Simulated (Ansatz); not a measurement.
Reactions of `B[Si](O)(F)[SiH3]`.

Gas-phase electronic energies from Ansatz, PBE0-D4/def2-TZVP geometries. CCSD(T)/CBS is the MP2 limit (def2-TZVPP, def2-QZVPP) plus CCSD(T) − MP2 in def2-TZVPP, frozen cores. This one scheme is used for every species. Functionals use def2-TZVPP. For Ge outer-core shells are correlated without core-valence functions, which leaves a few kJ/mol of doubt a bond. Scalar relativity is left out up to krypton. Each species was taken in one conformer, which may not be the lowest.

| reaction | CCSD(T)/CBS(def2) (kJ/mol) |
| --- | --- |
| `B[Si](O)(F)[SiH3]` + `[OH][GeH]([OH])[OH]` → `[OH][GeH]([OH])[O][SiH3]` + `B[SiH](O)F` | -109 |
| `B[Si](O)(F)[SiH3]` + `[SiH3][SiH2][GeH3]` → `[SiH3][SiH2][SiH2][GeH3]` + `B[SiH](O)F` | -18 |
| `B[Si](O)(F)[SiH3]` → `B[SiH](O)F` + `[SiH2]` | ? |
| `B[Si](O)(F)[SiH3]` + `[CH3][Al]([OH])[SiH3]` → `[CH3][Al]([SiH3])[O][SiH3]` + `B[SiH](O)F` | -117 |
| `B[Si](O)(F)[SiH3]` + H₂ → `O[SiH](F)[SiH3]` + BH₃ | ? |
| `B[Si](O)(F)[SiH3]` + H₂ → `B[SiH](O)[SiH3]` + H–F | 119 |

Task: Fill in the missing values. (An estimate is asked.)

Result: The calculation gave: `B[Si](O)(F)[SiH3]` → `B[SiH](O)F` + `[SiH2]`: +227.6 kJ/mol; `B[Si](O)(F)[SiH3]` + H₂ → `O[SiH](F)[SiH3]` + BH₃: -43.1 kJ/mol.

Largest T1 diagnostic: 0.014, for `[SiH2]`.
